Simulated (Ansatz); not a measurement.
Calculated with Ansatz (gas phase, PBE0-D4/def2-TZVP geometries, no zero-point term in ΔE). CCSD(T)/CBS adds triple-zeta CCSD(T) − MP2 to the extrapolated MP2 energy (def2 sets, frozen cores). This one scheme is used for every species. Each species was taken in one conformer, which may not be the lowest.

`C[NH][Al]1[BH][S]1` + CH₄ → `[CH3][Al]1[BH][S]1` + CH₃NH₂  (formal exchange of groups at the Al–N bond)

`C[NH][Al]1[BH][S]1`:

```xyz
10

C     1.433   -0.579    1.167
N     0.387    0.358    0.804
Al   -0.701    0.280   -0.574
B    -1.883    0.091   -2.171
S    -2.339    1.592   -1.287
H     1.259   -1.030    2.150
H     1.476   -1.394    0.441
H     2.421   -0.107    1.182
H     0.318    1.126    1.454
H    -2.371   -0.338   -3.165
```

CH₄:

Z-matrix (Å, degrees):
```
C
H 1 1.090
H 1 1.090 2 109.5
H 1 1.090 2 109.5 3 -120.0
H 1 1.090 2 109.5 3 120.0
```

`[CH3][Al]1[BH][S]1`:

Cartesian coordinates in Å:
```
C -0.341 0.889 -1.355
Al 0.130 -0.263 0.135
B 0.644 -1.501 1.620
S -0.192 -0.074 2.323
H 0.096 1.882 -1.216
H 0.004 0.490 -2.310
H -1.427 1.013 -1.404
H 1.086 -2.436 2.208
```

CH₃NH₂:

```xyz
7

C    -0.047    0.349   -0.446
N     0.353   -0.384    0.743
H    -1.004    0.041   -0.890
H     0.725    0.244   -1.212
H    -0.117    1.413   -0.209
H     0.435   -1.372    0.543
H    -0.344   -0.291    1.471
```

```tsv
species	MP2/CBS(def2) energy (Eh)
`C[NH][Al]1[BH][S]1`	-760.30664
CH₄	-40.43551
`[CH3][Al]1[BH][S]1`	-704.99656
CH₃NH₂	-95.71376
```

(1) Work out ΔE.

Largest T1 diagnostic among the species: 0.015.

## Answers

(1) ΔE = (-704.99656) + (-95.71376) − (-760.30664) − (-40.43551) = 0.03183 Eh = +0.87 eV. CCSD(T)/CBS gives +0.84 eV.
